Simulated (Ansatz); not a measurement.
Consider the redistribution: `C[SiH2]N[SiH](O)O` + `F[Si](F)(F)F` → `C[SiH2]F` + `O[SiH](O)N[Si](F)(F)F`.

Program: Ansatz. Geometries: PBE0-D4/def2-TZVP. ΔE: electronic, gas phase. CBS: MP2 limit from def2 TZ/QZ plus the TZ coupled-cluster correction, frozen cores. Functionals use def2-TZVPP. One conformer a species, not always the lowest.

```tsv
level	ΔE (kcal/mol)
PBE	-5.3
MP2/CBS(def2)	-4.2
```

What does CCSD(T)/CBS give? (An estimate is asked.)

Ansatz gave: -4.4 kcal/mol. The listed levels differ from it by -0.9, 0.2 kcal/mol.

Largest T1 diagnostic among the species: 0.012.

In def2-TZVPP, CCSD(T) changes the Hartree–Fock value by +1.2 kcal/mol (the triples alone add +0.1 kcal/mol) and MP2 by +1.4 kcal/mol.
